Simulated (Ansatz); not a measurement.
`CC1[NH][AlH][O]1` → `[CH2]` (triplet) + `C1[NH][AlH][O]1` at 298.15 K and 1 bar (formal loss of a carbene).

Program: Ansatz. Geometries: PBE0-D4/def2-TZVP. ΔE: electronic, gas phase. CCSD(T)/CBS adds triple-zeta CCSD(T) − MP2 to the extrapolated MP2 energy (def2 sets, frozen cores). This one scheme is used for every species. Triplets are unrestricted, without spin–orbit coupling.

| species | CCSD(T)/CBS energy (Eh) | H − E (kJ/mol) | S (J/(mol·K)) |
| --- | --- | --- | --- |
| `CC1[NH][AlH][O]1` | -451.65285 | 234.5 | 313.8 |
| `[CH2]` (triplet) | -39.09499 | 55.4 | 195.3 |
| `C1[NH][AlH][O]1` | -412.38241 | 158.1 | 285.8 |

H − E and S are ideal-gas, rigid-rotor, harmonic terms from PBE0-D4/def2-TZVP, for one conformer and one mirror image of each species, with the whole ground term of open shells counted as degenerate. 1 Eh = 2625.50 kJ/mol, R = 8.31446 J/(mol·K).

Problem. By hand: ΔE, ΔH, ΔS and ΔG.

Solution. ΔE = (-39.09499) + (-412.38241) − (-451.65285) = 0.17545 Eh = 460.6 kJ/mol. Δ(H − E) = 55.4 + 158.1 − 234.5 = -21.0, so ΔH = 439.6 kJ/mol. ΔS = 195.3 + 285.8 − 313.8 = 167.3 J/(mol·K). ΔG = 439.6 − 298.15 × (167.3)/1000 = 389.7 kJ/mol.

Problem. By hand: the equilibrium constant, and the temperature at which ΔG would vanish if ΔH and ΔS stayed fixed.

Solution. log₁₀ K = −ΔG/(RT ln 10) = -68.3. ΔG = 0 at ΔH/ΔS = 2628 K, far beyond where these terms or the molecules hold.

The number of gas molecules changes by +1, which sets the sign of ΔS. A doubt of 5 kJ/mol in ΔE shifts log₁₀ K by 0.9 here. Other conformers and mirror images would add mixing entropy, several J/(mol·K) or more a flexible species. A triplet takes part, so the spin changes. These are equilibria of isolated gas molecules and say nothing of rates. Largest T1 diagnostic: 0.014 (customary marks: 0.02 for closed shells, 0.045 for open ones).
